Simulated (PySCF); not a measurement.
C₆ coefficients of unlike pairs at BP86

Calculated with PySCF 2.14 from the dipole response of each species, C₆(A,B) = (3/π) ∫ α_A(iu) α_B(iu) du, in atomic units, from isotropic polarisabilities. For ions this is the dispersion term alone; charge-induced terms of lower order in 1/R come first.

| species | configuration | basis | relativity | α (bohr³) | C₆ (like pair) |
| --- | --- | --- | --- | --- | --- |
| N³⁺ | [He] 2s2 (1S) | aug-cc-pVTZ (5s4p3d2f) | none | 2.111 | 2.095 |
| Cl²⁺ | [Ne] 3s2 3p3 (4S) | aug-cc-pCVQZ-DK (10s9p7d5f3g) | spin-free X2C | 5.852 | 20.85 |
| Rh⁺ | [Kr] 4d8 (3F) | aug-cc-pwCVTZ-DK (11s10p8d4f3g) | spin-free X2C | 13.99 | 88.14 |
| Si²⁺ | [Ne] 3s2 (1S) | aug-cc-pCVTZ-DK with one added diffuse shell each of s, p, d, f type (9s8p6d4f) | spin-free X2C | 11.41 | 38.68 |

Problem. Estimate C₆ for Rh⁺ with Cl²⁺.

Solution. The integral gives 42.66. The combination rule 2 C_A C_B / (C_A α_B/α_A + C_B α_A/α_B) gives 42.39 and the geometric mean 42.87.

No spin-orbit coupling is included.

The other pairs:

```json
{"pair": "Rh⁺, N³⁺", "C₆": "13.53"}
{"pair": "Si²⁺, Rh⁺", "C₆": "56.04"}
{"pair": "Cl²⁺, N³⁺", "C₆": "6.569"}
{"pair": "Si²⁺, Cl²⁺", "C₆": "26.79"}
{"pair": "Si²⁺, N³⁺", "C₆": "8.766"}
```
